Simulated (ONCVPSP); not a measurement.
**Pseudopotentials across the periodic table**

Generated with ld1.x 7.5 (TM, RRKJ, ultrasoft, PAW), atompaw 4.2 or ONCVPSP 4.0.1. The cutoff is in Ry: for ld1.x and atompaw files where the sum of valence levels is converged to 10 mRy in a Bessel basis, for ONCV files where the hardest occupied wave has 1 mHa per electron of residual kinetic energy. The error is the largest all-electron minus pseudo excitation energy over each file’s own four to seven test configurations (ionisations up to +4, promotions, holes and added fractions of an electron), all of which were solved. The labels leave out finer settings (local radius, basis sizes, second energies), which also bear on the numbers. Spin-polarised tests are not counted. The rows are a selection from randomly drawn settings: files with unsolved tests, undetermined cutoffs or missed reference levels are left out.

A true bound ghost makes a file unfit for plane-wave use even where its test errors are small: the radial tests pick states by their node count and pass the ghost by.

```tsv
element	potential	cutoff (Ry)	largest error (meV)	bound ghosts
B	ONCV, PBEsol, fully relativistic, rc 1.70/2.35/1.90 (spd), local smoothed, core correction yes, reference 2s2 2p1, qcut 3.6/7.1/4.2, projectors 2/2/1	28	+65	none
B	ONCV, LDA (Perdew-Wang 92), scalar-relativistic, rc 0.95/0.90 (sp), local p, core correction yes, reference 2s1, qcut 6.4/9.4, projectors 2/0	29	+24	s
Al	ONCV, Wu-Cohen, scalar-relativistic, rc 1.20/1.25 (sp), local smoothed, core correction yes, reference 2s2 2p6 3s1.5 3p1.5, qcut 9/11.2, projectors 2/2	102	-552	none
Ar	ONCV, PBE, scalar-relativistic, rc 1.30/1.20/1.40 (spd), local smoothed, core correction yes, reference 3s2 3p6, qcut 4.5/7.3/7.1, projectors 1/1/2	96	+148	none
Cd	ONCV, BLYP, scalar-relativistic, rc 1.75/0.95/1.50/1.75 (spdf), local smoothed, core correction no, reference 4s2 4p6 4d10 5s2, qcut 7/6.9/10.6/5.5, projectors 2/2/2/3	404	-14	s, f
Pm	ONCV, LDA (Perdew-Wang 92), scalar-relativistic, rc 2.30/2.20/3.30 (spd), local smoothed, core correction no, reference 5s2 5p6 5d1 6s1, qcut 4.9/7/5.4, projectors 2/1/2	27	+53	none
Os	ONCV, PW91, scalar-relativistic, rc 1.85/1.75/1.60/2.00 (spdf), local smoothed, core correction yes, reference 5s2 5p6 5d6 6s2, qcut 7.9/9.9/7/4.9, projectors 2/1/3/2	47	-14	none
```

**Question.** Fill in the row for Sr: ONCV, LDA (Perdew-Wang 92), scalar-relativistic, rc 2.05/1.85/1.75 (spd), local smoothed, core correction yes, reference 4s2 4p6 5s2, qcut 7.5/9.2/4.7, projectors 2/2/2.

**Answer.** cutoff 44 Ry, largest error -1.6 meV, bound ghosts: none.
